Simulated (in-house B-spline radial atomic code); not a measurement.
The numbers below are computed, except where a source is named.
## Br ion on W atom: potential, deflection and energy transfer

The pair potential comes from two frozen, spherical free-atom densities (PBE, B-spline radial code, scalar-relativistic past argon): electrostatics plus the change in Thomas-Fermi kinetic and Dirac exchange energy where they overlap, the recipe behind the universal ZBL potential, which averages such potentials (from solid-state densities) over many pairs. It is written V = (Z1 Z2 e²/r) φ(r/a), with e² = 14.3996 eV·Å and a = 0.46850 Å/(Z1^0.23 + Z2^0.23); ZBL's fit is φ = 0.18175 e^(−3.1998x) + 0.50986 e^(−0.94229x) + 0.28022 e^(−0.4029x) + 0.02817 e^(−0.20162x). Where φ falls below 4e-4 it is continued as an exponential.

Masses 79.9 and 183.84 u.

| x = r/a | φ, this pair | φ, ZBL |
| --- | --- | --- |
| 0.1 | 0.8832 | 0.8928 |
| 0.5 | 0.6042 | 0.6096 |
| 1.5 | 0.2945 | 0.2995 |
| 3 | 0.1258 | 0.1292 |
| 5 | 0.04971 | 0.05224 |
| 8 | 0.01568 | 0.01705 |
| 12 | 0.004662 | 0.00474 |
| 17 | 0.001266 | 0.001212 |

Problem. At x = 3 the electrostatic, kinetic and exchange parts are 3303.27, 13791.27 and -547.01 eV. Find r, V and φ.

Solution. a = 0.46850/(2.2654 + 2.6911) = 0.09452 Å, so r = 0.28357 Å. V = 3303.27 + 13791.27 + (-547.01) = 16547.53 eV. The bare repulsion is 35 × 74 × 14.3996/0.28357 = 131520 eV, so φ = 0.1258, -2.7 % against ZBL's 0.1292. The kinetic (Pauli) term is 83 % of V here.

Problem. The ion comes in at 5.66 keV with impact parameter 0.4726 Å. The scattering integral gives a centre-of-mass angle of 51.92° and a closest approach of 6.519 a. What are the reduced energy, the energy passed on and the laboratory angles?

Solution. ε = E a M2/(Z1 Z2 e² (M1 + M2)) = 5660 × 1.7667e-06 = 0.01. The most that one collision can pass on is γE with γ = 4 M1 M2/(M1 + M2)² = 0.8447. Here T = γE sin²(θ/2) = 0.8447 × 5660 × 0.1916 = 916 eV. The ion turns by arctan(sin θ/(cos θ + M1/M2)) = 36.8°, and the struck atom leaves at (180° − θ)/2 = 64.0°. The closest approach is 0.616 Å. With ZBL the angle would be 53.59° and T = 971.7 eV.
